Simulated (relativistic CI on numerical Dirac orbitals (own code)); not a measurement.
**Spin-allowed bands of a d2 ion in an octahedral site, by hand**

Problem. Take Δ = 9750 cm⁻¹ and B = 460 cm⁻¹ for a d2 ion in an octahedral site. Calculate the three spin-allowed bands.

Working.
1. The terms of highest spin are 3F (energy 0) and 3P (15B = 6900 cm⁻¹). Here the F term splits into A2 at +1.2Δ = 11700, T2 at +0.2Δ = 1950 and T1 at −0.6Δ = -5850 cm⁻¹.
2. The two T1 states mix through the element 0.4Δ: H = [[-5850, 3900], [3900, 6900]], with roots ½(H₁₁ + H₂₂) ∓ ½√[(H₂₂ − H₁₁)² + 4H₁₂²] = ½(1050) ∓ ½(14947) = -6948 and 7998 cm⁻¹.
3. The ground term is 3T1 at -6948 cm⁻¹.
4. Bands: 3T2 8898 cm⁻¹ (1124 nm), 3T1(P) 14947 cm⁻¹ (669 nm), 3A2 18648 cm⁻¹ (536 nm).

Check. Exact diagonalisation of the whole d2 shell with these parameters gives 3T2 8898, 3T1 14947, 3A2 18648 cm⁻¹. The match is exact, since without spin-orbit coupling no other term has this spin. The ratio of the second band to the first, 1.680, depends on Δ/B = 21.2 alone, which is how a Tanabe-Sugano diagram is read.
